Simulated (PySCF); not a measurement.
# Frontier orbitals and the lowest excitations

2-piperidone, C5H9NO.
Geometry (GFN2-xTB, Å), atoms numbered from 1 in this order:
```xyz
16
C5H9NO angstrom
O      2.4902    1.2705   -0.0789
C      1.3997    0.7357   -0.0572
C      1.1973   -0.7101   -0.4699
C     -0.0983   -1.3211    0.0486
C     -1.2530   -0.3772   -0.2628
C     -1.0400    0.9217    0.5035
N      0.2930    1.4343    0.2796
H      1.2036   -0.7207   -1.5638
H      2.0686   -1.2771   -0.1394
H     -0.0327   -1.4735    1.1283
H     -0.2601   -2.2943   -0.4180
H     -1.2791   -0.1731   -1.3349
H     -2.2085   -0.8155    0.0270
H     -1.7623    1.6792    0.1835
H     -1.1932    0.7421    1.5778
H      0.4671    2.3881    0.5652
```

Method: PySCF 2.14.0, density-fitted response routines, TDDFT CAM-B3LYP/def2-SVPD, vertical, gas phase, core orbitals frozen in the response.

Frontier orbitals with the atoms that hold most of them (Löwdin shares over 4%, at most four atoms; ? is withheld):

```
orbital  ε (eV)                             atoms
 HOMO-3  -11.23   C4 21%, C3 20%, H10 12%, H8 12%
 HOMO-2  -11.12    C5 22%, C4 21%, C3 14%, C6 11%
 HOMO-1   -8.68                                 ?
   HOMO   -8.57                                 ?
   LUMO    1.04      C6 16%, C5 10%, C4 9%, C2 8%
 LUMO+1    1.62  C6 11%, H16 11%, C2 11%, H14 10%
 LUMO+2    1.90  H10 15%, C4 13%, H9 12%, H11 10%
```

Q: Give the leading atoms of the HOMO-1.

A: N7 (bonded to 2 C and H) 36%; O1 (bonded to C) 35%; C2 (bonded to C, N and O) 9%; C6 (bonded to C, N and 2 H) 7%. By element: nitrogen 36%, oxygen 35%, carbon 16% or more.

Q: Which atoms hold the HOMO, and with what shares?

A: O1 (bonded to C) 61%; N7 (bonded to 2 C and H) 11%; C2 (bonded to C, N and O) 10%; C3 (bonded to 2 C and 2 H) 7%. By element: oxygen 61%, carbon 18% or more, nitrogen 11%.

Q: How does S1 compare with the orbital gap of 9.61 eV?

A: S1 is at 5.62 eV (f = 0.0006), 3.99 eV below the gap, made of HOMO→LUMO+1 (28%), HOMO→LUMO (16%), HOMO→LUMO+3 (14%). Its leading pair isn't HOMO and LUMO; the energies of that pair differ by 10.19 eV. Without the coupling terms of the response equations the lowest excitation would equal the gap.

Next come S2 at 6.67 eV (f 0.028), HOMO-1→LUMO (65%), HOMO→LUMO (14%), HOMO-1→LUMO+3 (11%); S3 at 7.00 eV (f 0.069), HOMO→LUMO+1 (21%), HOMO-1→LUMO+1 (20%), HOMO→LUMO (19%); S4 at 7.20 eV (f 0.091), HOMO-1→LUMO+1 (40%), HOMO→LUMO (27%), HOMO-1→LUMO+4 (9%); S5 at 7.87 eV (f 0.0038), HOMO→LUMO+1 (27%), HOMO→LUMO+2 (17%), HOMO→LUMO+4 (15%).

Löwdin shares depend on the basis, the more so with diffuse functions.

One conformer stands for the species.
